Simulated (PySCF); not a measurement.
Two species compared at the same levels of theory.

First species: protonated hydrogen cyanide Ion, CH₂N (charge +1).
SMILES: `C#[NH+]`

Second species: Ortho-chlorotoluene, C₇H₇Cl.
InChI=1S/C7H7Cl/c1-6-4-2-3-5-7(6)8/h2-5H,1H3

Levels: wB97X-D/def2-SVPD for HOMO energy, LUMO energy, HOMO–LUMO gap, static isotropic polarisability and electronic spatial extent ⟨r²⟩ about the centre of nuclear charge; TDDFT wB97X-D/def2-SVPD for lowest singlet excitation; TDA wB97X-D/def2-SVPD for lowest triplet excitation (Tamm–Dancoff); GFN2-xTB for smallest rotational constant. Geometries: GFN2-xTB. All species are isolated and taken at one optimised geometry, non-relativistic unless stated. Electronic properties by PySCF.

Values for the first species:

```
HOMO energy                                                       : -21.66 eV
LUMO energy                                                       : -6.20 eV
HOMO–LUMO gap                                                     : 15.46 eV
Lowest singlet excitation                                         : 8.53 eV
Lowest triplet excitation (Tamm–Dancoff)                          : 6.97 eV
Static isotropic polarisability                                   : 12.9 au
Electronic spatial extent ⟨r²⟩ about the centre of nuclear charge : 48 bohr²
Smallest rotational constant                                      : 37.323 GHz
```

Problem. Estimate the same properties for the second species, and the change in each.

Solution. 
```tsv
property	first	second	second less first
HOMO energy	-21.66 eV	-8.81 eV	+12.85 eV
LUMO energy	-6.20 eV	1.22 eV	+7.42 eV
HOMO–LUMO gap	15.46 eV	10.03 eV	-5.43 eV
lowest singlet excitation	8.53 eV	5.38 eV	-3.15 eV
lowest triplet excitation (Tamm–Dancoff)	6.97 eV	4.15 eV	-2.82 eV
static isotropic polarisability	12.9 au	92.7 au	+79.8 au
electronic spatial extent ⟨r²⟩ about the centre of nuclear charge	48 bohr²	1107 bohr²	+1059 bohr²
smallest rotational constant	37.323 GHz	1.018 GHz	-36.305 GHz
```

On the first: The principal polarisabilities are 9.7, 9.7 and 19.3 au; their mean is the isotropic value. No computed singlet falls in the visible range (750 to 380 nm, 1.65 to 3.26 eV); S1 lies 5.27 eV above its blue end.

On the second: The 8 singlets span 5.38 to 7.49 eV, and their oscillator strengths add up to 1.22. The principal polarisabilities are 58.7, 101.9 and 117.5 au; their mean is the isotropic value.
